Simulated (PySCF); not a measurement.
Si(H)(OH)2(NH2) (H₅NO₂Si), SMILES N[SiH](O)O. Atoms are numbered in the order given.

```xyz
9

Si    -0.0210     0.0363     0.3382
N     -0.8594    -1.4009    -0.0851
O     -0.6707     1.3918    -0.3710
O      1.5518     0.0236    -0.2177
H     -0.0930     0.1103     1.8206
H     -1.5372    -1.7899     0.5627
H     -1.1230    -1.5886    -1.0482
H     -0.0269     2.0374    -0.6870
H      2.0412    -0.7951    -0.0773
```
Charge 0, spin multiplicity 1.

Geometry: B3LYP-D3(BJ)/def2-SVP. Other conformers were not sampled.

Calculation: B3LYP-D3(BJ)/def2-SVP (PySCF).

Frequencies are harmonic and unscaled.

Question: Give all harmonic wavenumbers and intensities. (Estimate from the structure and the level; the computed values follow.)

Answer: 
```
mode  ν (cm⁻¹)  IR (km/mol)  Raman (Å⁴/amu)  depolarisation  moving atoms (share of kinetic energy)
----  --------  -----------  --------------  --------------  --------------------------------------
1          134        153.9             2.1            0.73                   H 74 %, O 13 %, N 9 %
2          181         13.6             1.4            0.73                  H 69 %, O 17 %, N 11 %
3          210         35.1             1.6            0.75                          H 66 %, O 25 %
4          307         47.3             3.4            0.75                  H 69 %, O 17 %, Si 9 %
5          350          0.4             1.9            0.71                 H 46 %, O 39 %, Si 14 %
6          363         74.5             1.6            0.74         H 38 %, O 27 %, Si 24 %, N 12 %
7          421        171.5             0.7            0.38                          H 61 %, N 31 %
8          735         25.7             4.7            0.35                  H 63 %, O 19 %, N 17 %
9          789        116.7             2.5            0.74                           H 91 %, O 8 %
10         811        108.5             7.5            0.13         H 43 %, O 25 %, N 19 %, Si 13 %
11         821        135.1             4.9            0.21                 H 47 %, O 40 %, Si 10 %
12         847         37.3             8.1            0.71                          H 63 %, O 24 %
13         905         20.2             8.1            0.75          H 59 %, N 20 %, Si 13 %, O 9 %
14         950        251.5             0.8            0.71                 Si 42 %, H 32 %, O 25 %
15         995        306.9             2.2            0.75                  H 48 %, Si 35 %, O 9 %
16        1540         57.3             6.0            0.74                          H 89 %, N 11 %
17        2244        175.8           109.0            0.19                                  H 97 %
18        3568         24.0           124.9            0.11                                  H 96 %
19        3662         27.8            74.0            0.75                           H 91 %, N 9 %
20        3868         81.8           103.2            0.27                                  H 94 %
21        3878         76.0            89.9            0.28                                  H 94 %
```
